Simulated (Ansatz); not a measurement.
`C[S][Ge][Cl]` + CH₃OH → `C[O][Ge][Cl]` + CH₃SH  (ligand exchange at a Ge–S bond)

Program: Ansatz. Geometries: PBE0-D4/def2-TZVP. ΔE: electronic, gas phase. CCSD(T)/CBS is the MP2 limit (def2-TZVPP, def2-QZVPP) plus CCSD(T) − MP2 in def2-TZVPP, frozen cores. This one scheme is used for every species. Functionals use def2-TZVPP. For Ge outer-core shells are correlated without core-valence functions, which leaves a few kJ/mol of doubt a bond. Scalar relativity is left out up to krypton. One conformer a species, not always the lowest.

`C[S][Ge][Cl]`:

```xyz
7

C    -0.618   -0.176   -0.719
S    -0.182   -1.253    0.666
Ge    1.305   -0.302    2.010
Cl    1.630    1.646    1.032
H    -0.389   -0.701   -1.645
H    -1.687    0.029   -0.671
H    -0.059    0.757   -0.673
```

CH₃OH:

```xyz
6

C    -0.026    0.213    0.285
O     0.584   -0.694   -0.606
H     0.701    0.430    1.068
H    -0.922   -0.206    0.759
H    -0.296    1.159   -0.201
H    -0.040   -0.901   -1.304
```

`C[O][Ge][Cl]`:

Z-matrix (Å, degrees):
```
C
O 1 1.410
H 1 1.093 2 109.0
H 1 1.093 2 112.0 3 -120.9
H 1 1.093 2 109.0 3 118.3
Ge 2 1.762 1 132.6 3 120.9
Cl 6 2.215 2 101.4 1 0.0
```

CH₃SH:

Cartesian coordinates in Å:
```
C -0.424 -0.239 0.067
S 0.764 1.096 0.330
H -0.750 -0.285 -0.971
H -1.286 -0.005 0.691
H -0.020 -1.201 0.379
H 1.716 0.635 -0.496
```

```json
{"level": "CAM-B3LYP-D4", "ΔE (kJ/mol)": "-6.8"}
{"level": "ωB97X-V", "ΔE (kJ/mol)": "-6.1"}
{"level": "BHLYP", "ΔE (kJ/mol)": "-2.8"}
{"level": "CAM-B3LYP", "ΔE (kJ/mol)": "-9.0"}
```

(1) What does CCSD(T)/CBS give? (Best estimate.)

Largest T1 diagnostic among the species: 0.015.

Results:

(1) Ansatz gave: +3.1 kJ/mol. The listed levels differ from it by -9.9, -9.2, -5.9, -12.1 kJ/mol.

Leaving LDA and LC-ωPBE aside and taking each functional with its dispersion term where it has one, the values, not all of them listed here, spread over 19.0 kJ/mol, from CAM-B3LYP-D4 to HSE06-D4. The D4 term adds +3.6 kJ/mol with B3LYP and +2.0 kJ/mol with PBE0; it sums over pairs of atoms, weighted by their polarisabilities, and B3LYP, whose exchange is more repulsive, gets the larger term.

B3LYP here is the variant with VWN-RPA as its local correlation; programs differ in this.
